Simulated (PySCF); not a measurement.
C₃H₆F₂Si, SMILES C(/F)(=C/C)[SiH2]F. Heavy atoms are numbered as in [CH3:1]/[CH:2]=[C:3](\[F:4])[SiH2:5][F:6]. Hydrogens are named by the atom that carries them.

Geometry optimised at B3LYP-D3(BJ)/def2-SVP. The structure was generated by enumeration; whether it is a known compound was not checked. Other conformers were not sampled.

These are PBE/def2-TZVP run with PySCF values and carry that method's errors.

Atomic charges (e), one atom of each kind:

```tsv
atom	meta-Löwdin	Löwdin
C1 (CH3)	?	-0.30
C2 (CH)	-0.13	-0.20
C3	?	-0.41
F4	?	0.18
Si5 (SiH2)	0.89	0.23
F6	?	0.00
H on C1	0.13	0.14
H on C2	0.14	0.16
H on Si5	-0.10	-0.03
```

Fill in the missing entries. (Estimate from the structure and the level; the computed values follow.)


- C1 (CH3), meta-Löwdin: -0.35
- C3, meta-Löwdin: 0.00
- F4, meta-Löwdin: -0.26
- F6, meta-Löwdin: -0.48

Computed Mayer and Wiberg (Löwdin basis) orders of the bonds:
```tsv
bond	Mayer	Wiberg
C1–C2	0.99	1.31
C2–C3	1.78	1.99
C3–F4	1.02	1.68
C3–Si5	1.02	1.09
Si5–F6	1.11	1.70
```
